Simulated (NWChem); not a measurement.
System: GeNH2ClF2; SMILES [NH2][Ge]([F])([F])[Cl]

```xyz
7

N      1.6819    -0.8414     0.2666
Ge     0.0158    -0.2574     0.0073
F     -0.5937    -0.9220    -1.4527
F     -1.1352    -0.7738     1.1829
Cl    -0.0437     1.8576    -0.0582
H      2.2239    -0.3455     0.9672
H      1.8004    -1.8468     0.3501
```
Atoms are numbered in this order, from 1.

Results from NWChem. All runs use the structure optimised with PBE0/def2-SVP. Total energies compare along this basis series because the functional is fixed.

```csv
level,basis functions,energy (Ha),highest occupied level (eV),orbital gap (eV),dipole (D)
PBE/pcseg-1,97,-2791.9255,-7.29,5.24,3.13
PBE/aug-pcseg-1,150,-2791.9489,-7.44,5.16,2.93
PBE/pcseg-2,195,-2792.4224,…,…,…
PBE/STO-3G,44,-2759.4827,-2.37,4.74,3.04
PBE/def2-SVP,102,-2791.6164,-6.98,5.39,3.04
```

### Question
Complete the blanks.

### Answer

- PBE/pcseg-2, highest occupied level (eV): -7.38
- PBE/pcseg-2, orbital gap (eV): 5.31
- PBE/pcseg-2, dipole (D): 3.00
